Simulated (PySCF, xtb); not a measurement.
C₂H₃Cl₃F₂Si₂, SMILES Cl[Si](/C=C/[SiH](F)F)(Cl)Cl.

GFN2-xTB (xtb 6.7.1) at its own geometry gives an orbital gap of 3.58 eV and a dipole moment of 1.88 D.

Coordinates come from a r2SCAN-D4/def2-SVP optimisation. The structure was generated by enumeration; whether it is a known compound was not checked. The values are those of a single conformer.

**Question.** What does PBE/def2-SVP in PySCF give? (The exact figures need the calculation; the answer reports its results.)

**Answer.** gap 4.78 eV (levels -7.66 and -2.87 eV), dipole 1.18 D.
